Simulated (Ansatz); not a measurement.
`[Cl][Hf]([Cl])([Cl])[SeH]` + `C[Si](C)(S)Cl` → `C[Se][Hf]([Cl])([Cl])[Cl]` + `C[SiH](S)Cl`  (redistribution)

Calculated with Ansatz (gas phase, PBE0-D4/def2-TZVP geometries, no zero-point term in ΔE). CCSD(T)/CBS adds triple-zeta CCSD(T) − MP2 to the extrapolated MP2 energy (def2 sets, frozen cores). DFT in def2-TZVPP. B3LYP here is the variant with VWN-RPA as its local correlation; programs differ in this. Elements past krypton have def2 core potentials. For Hf, Se outer-core shells are correlated without core-valence functions, which leaves a few kJ/mol of doubt a bond. Scalar relativity is left out up to krypton. One conformer a species, not always the lowest.

`[Cl][Hf]([Cl])([Cl])[SeH]`:

```xyz
6

Cl   -2.051   -0.313   -1.253
Hf   -0.331   -0.289    0.307
Cl    0.891   -2.253    0.095
Cl   -1.128   -0.002    2.463
Se    1.190    1.710   -0.135
H     1.430    1.148   -1.478
```

`C[Si](C)(S)Cl`:

```xyz
12

C    -0.707    0.150   -1.589
Si   -0.270   -0.336    0.148
C     1.409    0.246    0.689
S    -1.813    0.458    1.392
Cl   -0.252   -2.403    0.265
H    -1.694   -0.230   -1.861
H     0.023   -0.263   -2.289
H    -0.712    1.238   -1.693
H     1.618   -0.067    1.714
H     2.182   -0.174    0.041
H     1.463    1.336    0.643
H    -1.249    0.044    2.539
```

`C[Se][Hf]([Cl])([Cl])[Cl]`:

Cartesian coordinates in Å:
```
C -0.664 1.483 0.179
Se -0.465 0.182 1.652
Hf 0.585 -1.381 -0.024
Cl -0.950 -1.793 -1.731
Cl 1.134 -3.326 1.112
Cl 2.475 -0.355 -0.926
H -0.103 2.375 0.447
H -0.288 1.114 -0.780
H -1.723 1.701 0.071
```

`C[SiH](S)Cl`:

Cartesian coordinates in Å:
```
C 0.428 -1.077 0.260
Si 0.256 0.746 -0.035
S -1.218 1.203 -1.499
Cl -0.174 1.638 1.774
H 0.692 -1.584 -0.671
H -0.509 -1.497 0.633
H 1.207 -1.268 1.002
H 1.494 1.370 -0.553
H -2.177 0.468 -0.911
```

```json
{"level": "B3LYP-D4", "ΔE (kcal/mol)": "14.2", "difference from CCSD(T)/CBS": "0.3"}
{"level": "r2SCANh-D4", "ΔE (kcal/mol)": "15.0", "difference from CCSD(T)/CBS": "1.1"}
{"level": "CAM-B3LYP-D4", "ΔE (kcal/mol)": "15.2", "difference from CCSD(T)/CBS": "1.3"}
{"level": "ωB97X-V", "ΔE (kcal/mol)": "14.5", "difference from CCSD(T)/CBS": "0.6"}
{"level": "B2PLYP", "ΔE (kcal/mol)": "13.8", "difference from CCSD(T)/CBS": "-0.1"}
{"level": "revPBE", "ΔE (kcal/mol)": "13.7", "difference from CCSD(T)/CBS": "-0.2"}
{"level": "r2SCAN", "ΔE (kcal/mol)": "14.8", "difference from CCSD(T)/CBS": "0.9"}
{"level": "B3LYP", "ΔE (kcal/mol)": "14.2", "difference from CCSD(T)/CBS": "0.3"}
{"level": "r2SCAN0", "ΔE (kcal/mol)": "15.2", "difference from CCSD(T)/CBS": "1.3"}
{"level": "BHLYP", "ΔE (kcal/mol)": "14.9", "difference from CCSD(T)/CBS": "1.0"}
{"level": "CAM-B3LYP", "ΔE (kcal/mol)": "15.2", "difference from CCSD(T)/CBS": "1.3"}
{"level": "LC-ωPBE", "ΔE (kcal/mol)": "15.7", "difference from CCSD(T)/CBS": "1.8"}
{"level": "HF/def2-SVP", "ΔE (kcal/mol)": "16.2", "difference from CCSD(T)/CBS": "2.3"}
{"level": "CCSD(T)/def2-SVP", "ΔE (kcal/mol)": "14.9", "difference from CCSD(T)/CBS": "1.0"}
{"level": "SCS-MP2/def2-TZVPP", "ΔE (kcal/mol)": "12.6", "difference from CCSD(T)/CBS": "-1.3"}
{"level": "HF/CBS(def2)", "ΔE (kcal/mol)": "15.3", "difference from CCSD(T)/CBS": "1.4"}
{"level": "CCSD(T)/CBS", "ΔE (kcal/mol)": "13.9", "difference from CCSD(T)/CBS": "0"}
```

Largest T1 diagnostic among the species: 0.014.

From PBE to PBE0 (25 % exact exchange), in def2-TZVPP and without D4, ΔE moves by +0.8 kcal/mol. At CCSD(T), def2-SVP lies +1.0 kcal/mol from the extrapolated value and def2-TZVPP −0.5 kcal/mol.
